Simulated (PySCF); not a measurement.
## AsH₃: calculation against measurement

Isolated AsH₃, optimised in PySCF with density fitting and no spin–orbit coupling; def2 sets carry scalar-relativistic core potentials from Rb on. All levels below give a singlet of C3v symmetry: PBE0/def2-TZVP As–H 1.522 Å (×3), H–As–H 92.0° (×3); B3LYP/def2-TZVP As–H 1.525 Å (×3), H–As–H 92.0° (×3); BP86/def2-TZVP As–H 1.536 Å (×3), H–As–H 91.2° (×3); PBE/def2-TZVP As–H 1.536 Å (×3), H–As–H 91.1° (×3).

Counting electrons, arsenic keeps 2 of its valence electrons outside its bonds, so the VSEPR class is AX3E1 and the expected shape is trigonal pyramidal (C3v), as computed. The angle of 92° is close to 90°: the heavy centre bonds with nearly pure p orbitals and keeps its lone pair s-like.

Q: The measured dipole moment is 0.2 D (NIST CCCBDB Release 22 (SRD 101), experimental dipoles). What do the calculations give?

A: PBE0/def2-TZVP 0.34 D, B3LYP/def2-TZVP 0.22 D, BP86/def2-TZVP 0.25 D, PBE/def2-TZVP 0.25 D. The measured value is a vibrational average, and the basis lacks diffuse functions.

Q: The measured mean polarisability is 5.468 Å³ (NIST CCCBDB Release 22 (SRD 101), experimental polarizabilities). What do the calculations give?

A: PBE0/def2-TZVP 4.76 Å³, B3LYP/def2-TZVP 4.75 Å³, BP86/def2-TZVP 4.89 Å³, PBE/def2-TZVP 4.87 Å³. Basis sets without diffuse functions underestimate polarisabilities.
